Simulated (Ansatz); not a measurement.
```xyz
8

Cl   -0.164    2.712    1.211
Al   -0.119    1.336   -0.329
Cl   -0.241    1.830   -2.331
F    -1.162   -0.092    0.049
Al    0.119   -1.336    0.329
Cl    0.241   -1.832    2.331
Cl    0.164   -2.710   -1.212
F     1.162    0.092   -0.047
```

The species carries charge 0 and has multiplicity 1.

**Question.** List the B3LYP/def2-TZVPP orbital energies in eV (Ansatz 0.2.0). (Estimate.)

**Answer.** The calculation gave: Occupied: -2762.78, -2762.78, -2762.78, -2762.78, -1527.18, -1527.18, -673.70, -673.70, -257.55, -257.55, -257.55, -257.55, -196.54, -196.54, -196.54, -196.54, -196.45, -196.45, -196.45, -196.45, -196.44, -196.44, -196.44, -196.44, -114.98, -114.98, -75.66, -75.65, -75.62, -75.61, -75.57, -75.57, -34.86, -34.11, -22.89, -22.86, -22.61, -22.59, -16.30, -16.21, -15.53, -14.67, -13.86, -13.60, -12.11, -11.79, -10.96, -10.82, -9.94, -9.89, -9.76, -9.74, -9.53, -9.50, -9.38, -9.31. Lowest empty: -1.18, -0.39, -0.03, 0.60, 1.15, 1.32, 2.23, 2.26.

B3LYP here is the variant with VWN-RPA as its local correlation; programs differ in this.
